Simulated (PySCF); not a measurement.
# Atomic charges against the basis set

C5H13B.
Cartesian coordinates in Å at the PBE0-D3(BJ)/def2-SVP level; atoms count from 1:
```
atom  x, y, z in Å
C1     2.7958    0.0662   -0.6924
C2     1.3862   -0.5054   -0.6817
C3     0.3420    0.4476   -0.1058
B4    -1.1764    0.0131   -0.1229
C5    -1.7119   -1.0262   -1.1735
C6    -2.1619    0.6670    0.9193
H7     3.5243   -0.6456   -1.1109
H8     3.1298    0.3240    0.3259
H9     2.8464    0.9882   -1.2947
H10    1.1013   -0.7924   -1.7081
H11    1.3803   -1.4466   -0.1036
H12    0.3368    1.3826   -0.7104
H13    0.6453    0.7866    0.9014
H14   -2.7790   -0.9054   -1.4153
H15   -1.1264   -1.1016   -2.1018
H16   -1.6223   -2.0128   -0.6746
H17   -3.1723    0.2323    0.9389
H18   -1.7474    0.6673    1.9410
H19   -2.2701    1.7352    0.6500
```

PBE0 throughout (PySCF), one geometry, spherical d and f functions. Geometry: PBE0-D3(BJ)/def2-SVP, one conformer, isolated molecule. Atoms taken as equivalent share a column and are averaged. The first 7 of 9 kinds of atom are listed.

Mulliken charges (e):

```json
{"basis": "STO-3G", "functions": "43", "C1": "-0.231", "C2": "-0.137", "C3": "-0.245", "B4": "+0.333", "C5/C6": "-0.339", "H7/H8/H9": "+0.074", "H10/H11": "+0.070"}
{"basis": "6-31G", "functions": "80", "C1": "-0.489", "C2": "-0.315", "C3": "-0.506", "B4": "+0.652", "C5/C6": "-0.730", "H7/H8/H9": "+0.159", "H10/H11": "+0.158"}
{"basis": "pcSseg-0", "functions": "80", "C1": "-0.614", "C2": "-0.523", "C3": "-0.854", "B4": "+1.083", "C5/C6": "-1.052", "H7/H8/H9": "+0.222", "H10/H11": "+0.234"}
{"basis": "6-31G*", "functions": "110", "C1": "-0.522", "C2": "-0.318", "C3": "-0.455", "B4": "+0.481", "C5/C6": "-0.705", "H7/H8/H9": "+0.168", "H10/H11": "+0.162"}
{"basis": "def2-SVP", "functions": "149", "C1": "-0.078", "C2": "-0.099", "C3": "-0.089", "B4": "-0.070", "C5/C6": "-0.133", "H7/H8/H9": "+0.037", "H10/H11": "+0.035"}
{"basis": "cc-pVDZ", "functions": "149", "C1": "-0.076", "C2": "-0.116", "C3": "-0.071", "B4": "-0.026", "C5/C6": "-0.125", "H7/H8/H9": "+0.038", "H10/H11": "+0.036"}
{"basis": "6-311+G(2d,p)", "functions": "240", "C1": "-0.640", "C2": "-0.088", "C3": "-0.411", "B4": "+0.596", "C5/C6": "-0.686", "H7/H8/H9": "+0.142", "H10/H11": "+0.127"}
{"basis": "aug-cc-pVDZ", "functions": "255", "C1": "+0.427", "C2": "+0.580", "C3": "+0.617", "B4": "+0.563", "C5/C6": "+0.648", "H7/H8/H9": "-0.137", "H10/H11": "-0.321"}
{"basis": "def2-TZVP", "functions": "264", "C1": "-0.347", "C2": "-0.160", "C3": "-0.306", "B4": "+0.153", "C5/C6": "-0.449", "H7/H8/H9": "+0.115", "H10/H11": "+0.095"}
```

IAO charges (e):

```csv
basis,functions,C1,C2,C3,B4,C5/C6,H7/H8/H9,H10/H11
STO-3G,43,-0.391,-0.246,-0.374,+0.311,-0.519,+0.129,+0.124
6-31G,80,-0.427,-0.242,-0.403,+0.342,-0.579,+0.138,+0.128
pcSseg-0,80,-0.418,-0.249,-0.402,+0.327,-0.568,+0.137,+0.130
6-31G*,110,-0.406,-0.229,-0.393,+0.346,-0.561,+0.132,+0.122
def2-SVP,149,-0.395,-0.224,-0.388,+0.338,-0.552,+0.128,+0.119
cc-pVDZ,149,-0.405,-0.228,-0.394,+0.344,-0.563,+0.131,+0.122
"6-311+G(2d,p)",240,-0.419,-0.237,-0.404,+0.348,-0.580,+0.136,+0.126
aug-cc-pVDZ,255,-0.417,-0.235,-0.402,+0.347,-0.578,+0.135,+0.125
def2-TZVP,264,-0.419,-0.237,-0.404,+0.349,-0.580,+0.136,+0.126
```

Hirshfeld charges (e):

| basis | functions | C1 | C2 | C3 | B4 | C5/C6 | H7/H8/H9 | H10/H11 |
| --- | --- | --- | --- | --- | --- | --- | --- | --- |
| STO-3G | 43 | -0.044 | -0.010 | -0.083 | +0.189 | -0.113 | +0.011 | +0.007 |
| 6-31G | 80 | -0.102 | -0.050 | -0.125 | +0.194 | -0.176 | +0.031 | +0.027 |
| pcSseg-0 | 80 | -0.104 | -0.047 | -0.128 | +0.199 | -0.182 | +0.031 | +0.026 |
| 6-31G* | 110 | -0.103 | -0.052 | -0.126 | +0.191 | -0.176 | +0.031 | +0.028 |
| def2-SVP | 149 | -0.114 | -0.059 | -0.138 | +0.203 | -0.192 | +0.035 | +0.032 |
| cc-pVDZ | 149 | -0.111 | -0.058 | -0.135 | +0.199 | -0.187 | +0.034 | +0.031 |
| 6-311+G(2d,p) | 240 | -0.117 | -0.070 | -0.143 | +0.199 | -0.191 | +0.037 | +0.036 |
| aug-cc-pVDZ | 255 | -0.125 | -0.073 | -0.146 | +0.204 | -0.199 | +0.039 | +0.038 |
| def2-TZVP | 264 | -0.120 | -0.069 | -0.143 | +0.201 | -0.195 | +0.037 | +0.036 |

Some averages cover members that differ in this geometry, most widely: C5/C6, Mulliken in aug-cc-pVDZ +0.596 to +0.699; H7/H8/H9, Mulliken in aug-cc-pVDZ -0.153 to -0.123 e.

Problem. Which scheme is steadiest as the basis changes?

Solution. Largest range over the bases for any column: IAO 0.06 e, Hirshfeld 0.09 e, Mulliken 1.70 e. IAO charges move least and Mulliken charges most, counted in e. Without the minimal STO-3G basis the ranges are IAO 0.03, Hirshfeld 0.03, Mulliken 1.70 e.

Problem. How much do the charges still move between the two largest bases, aug-cc-pVDZ and def2-TZVP?

Solution. At most, over all atoms: Mulliken 1.148 e, IAO 0.003 e, Hirshfeld 0.004 e.

Problem. What do the same runs give for the total energy, the frontier levels and the dipole moment?

Solution. 
```json
{"basis": "STO-3G", "energy (Eh)": "-220.3188", "HOMO (eV)": "-6.67", "LUMO (eV)": "2.61", "μ (D)": "0.12"}
{"basis": "6-31G", "energy (Eh)": "-222.8882", "HOMO (eV)": "-7.90", "LUMO (eV)": "0.20", "μ (D)": "0.08"}
{"basis": "pcSseg-0", "energy (Eh)": "-222.4498", "HOMO (eV)": "-8.26", "LUMO (eV)": "-0.15", "μ (D)": "0.09"}
{"basis": "6-31G*", "energy (Eh)": "-222.9314", "HOMO (eV)": "-7.87", "LUMO (eV)": "0.15", "μ (D)": "0.08"}
{"basis": "def2-SVP", "energy (Eh)": "-222.7811", "HOMO (eV)": "-8.04", "LUMO (eV)": "-0.07", "μ (D)": "0.07"}
{"basis": "cc-pVDZ", "energy (Eh)": "-222.9469", "HOMO (eV)": "-7.98", "LUMO (eV)": "-0.05", "μ (D)": "0.07"}
{"basis": "6-311+G(2d,p)", "energy (Eh)": "-223.0008", "HOMO (eV)": "-8.10", "LUMO (eV)": "-0.20", "μ (D)": "0.03"}
{"basis": "aug-cc-pVDZ", "energy (Eh)": "-222.9592", "HOMO (eV)": "-8.07", "LUMO (eV)": "-0.24", "μ (D)": "0.03"}
{"basis": "def2-TZVP", "energy (Eh)": "-223.0152", "HOMO (eV)": "-8.08", "LUMO (eV)": "-0.16", "μ (D)": "0.04"}
```
